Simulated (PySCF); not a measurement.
## How methods differ on the ionisation energy of As

As [Ar] 3d10 4s2 4p3 (4S) → As⁺ [Ar] 3d10 4s2 4p2 (3P), as a difference of total energies. Computed with PySCF 2.14 in x2c-TZVPall (6s5p4d1f, 48 functions), with scalar relativity by spin-free X2C-1e. Correlated levels: valence: [Ar] 3d10 frozen. The calculations carry no spin-orbit coupling.

```
           method  ionisation energy (eV)  error (eV)
              UHF                   9.436      -0.572
            B3LYP                   9.849      -0.159
             BP86                   9.985      -0.023
    MP2 (valence)                   9.909      -0.099
SCS-MP2 (valence)                   9.763      -0.245
   CCSD (valence)                   9.879      -0.129
CCSD(T) (valence)                   9.910      -0.098
```

Reference: 10.008 eV (measured; NIST levels, between the centres of gravity of the two terms).

Errors of the correlated levels include the incompleteness of this basis and the frozen core.
